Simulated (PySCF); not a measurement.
TDDFT excited states: C6H6O2S

C6H6O2S.
SMILES with atom numbers: `[CH2:1]=[CH:2][C:3]1=[CH:4][S:5][CH2:6][C:7](=[O:8])[O:9]1` (hydrogens: H10, H11 on C1; H12 on C2; H13 on C4; H14, H15 on C6)

Structure used (GFN2-xTB), in Å, numbered top down from 1:
```xyz
15
C6H6O2S angstrom
C      1.8767   -1.6284   -1.0782
C      1.1880   -1.4939    0.0506
C      0.0869   -0.5631    0.2194
C     -0.6167   -0.4727    1.3608
S     -1.8607    0.7206    1.6122
C     -1.1886    1.9270    0.4297
C     -0.9910    1.2508   -0.9126
O     -1.4474    1.6746   -1.9366
O     -0.2328    0.1498   -0.9193
H      1.6420   -1.0416   -1.9496
H      2.6865   -2.3314   -1.1615
H      1.4181   -2.0842    0.9256
H     -0.4357   -1.1339    2.1884
H     -1.8961    2.7461    0.3303
H     -0.2337    2.2883    0.8190
```

Level of theory: TDDFT CAM-B3LYP/def2-SVPD, vertical, gas phase, core orbitals frozen in the response (PySCF).

```json
{"state": "S1", "λ (nm)": "280.4", "E (eV)": "4.42", "f": "0.170", "|μ| (D)": "3.18", "main configurations (H = HOMO, L = LUMO)": "H→L (76%), H→L+1 (15%)"}
{"state": "S2", "λ (nm)": "236.6", "E (eV)": "5.24", "f": "0.298", "|μ| (D)": "3.87", "main configurations (H = HOMO, L = LUMO)": "H→L+1 (59%), H→L (18%)"}
{"state": "S3", "λ (nm)": "227.1", "E (eV)": "5.46", "f": "0.028", "|μ| (D)": "1.16", "main configurations (H = HOMO, L = LUMO)": "H-1→L (22%), H→L+2 (16%), H-1→L+1 (15%)"}
{"state": "S4", "λ (nm)": "219.6", "E (eV)": "5.65", "f": "0.015", "|μ| (D)": "0.84", "main configurations (H = HOMO, L = LUMO)": "H→L+2 (65%), H→L+1 (14%)"}
{"state": "S5", "λ (nm)": "204.4", "E (eV)": "6.06", "f": "0.010", "|μ| (D)": "0.67", "main configurations (H = HOMO, L = LUMO)": "H→L+3 (84%)"}
{"state": "S6", "λ (nm)": "193.1", "E (eV)": "6.42", "f": "0.028", "|μ| (D)": "1.06", "main configurations (H = HOMO, L = LUMO)": "H→L+4 (82%)"}
{"state": "S7", "λ (nm)": "191.7", "E (eV)": "6.47", "f": "0.062", "|μ| (D)": "1.59", "main configurations (H = HOMO, L = LUMO)": "H-1→L (49%), H-2→L (12%)"}
{"state": "S8", "λ (nm)": "181.4", "E (eV)": "6.83", "f": "0.015", "|μ| (D)": "0.76", "main configurations (H = HOMO, L = LUMO)": "H→L+5 (23%), H→L+6 (16%), H-2→L (11%)"}
```

Triplets, Tamm–Dancoff:

| state | E (eV) | λ (nm) | main configurations (H = HOMO, L = LUMO) |
| --- | --- | --- | --- |
| T1 | 2.88 | 430.9 | H→L (85%) |
| T2 | 4.24 | 292.4 | H→L+1 (53%), H-1→L (18%) |
| T3 | 4.86 | 255.3 | H-2→L (32%), H-1→L+1 (26%) |

The lowest singlet lies at 4.42 eV (280 nm, ultraviolet) and is strong; its leading configuration is HOMO→LUMO (76%). The strongest level in the table is S2 at 5.24 eV (237 nm, f = 0.298). Löwdin shares by element: HOMO carbon 44% or more, sulfur 32% (atoms not listed hold the other 25%); LUMO carbon 50% or more, sulfur 14% (atoms not listed hold the other 36%). Weighted by f, the mean energy of these states is 5.26 eV. Orbital energies (eV): HOMO-3 -10.67, HOMO-2 -10.15, HOMO-1 -9.52, HOMO -7.65, LUMO -0.44, LUMO+1 0.55, LUMO+2 0.91. The oscillator strengths of these states sum to 0.626; summed over the whole spectrum of an exact calculation they would give the number of electrons, 74 (Thomas–Reiche–Kuhn). The window holds the lowest 8 singlets.

Time: 1.9 min wall; peak memory 1.1 GiB. Hardware: Arm Neoverse N1, one thread, shared host.

One conformer stands for the species.
